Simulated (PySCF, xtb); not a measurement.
Sn(OMe)2 (C₂H₆O₂Sn), SMILES C[O][Sn][O]C (connectivity only; charge and spin as stated), neutral, multiplicity 1. The values are those of a single conformer.

Harmonic wavenumbers (cm⁻¹) from GFN2-xTB in xtb 6.7.1 at its own minimum, in rising order: 32, 34, 46, 140, 174, 177, 184, 324, 325, 1056, 1084, 1130, 1132, 1132, 1134, 1406, 1408, 1480, 1481, 1485, 1485, 2923, 2929, 2931, 2931, 2945, 2947.

What does PBE0-D3(BJ)/def2-SVP in PySCF give at its own minimum? (An estimate is asked for; the answer gives what the named calculation found.)

56, 88, 98, 129, 148, 151, 274, 493, 504, 1156, 1168, 1168, 1170, 1190, 1203, 1460, 1464, 1471, 1473, 1479, 1481, 2986, 2993, 3062, 3067, 3076, 3081. Paired by order, the mean absolute difference is 67 cm⁻¹ and the zero-point energies are 49.3 and 51.6 kcal/mol.
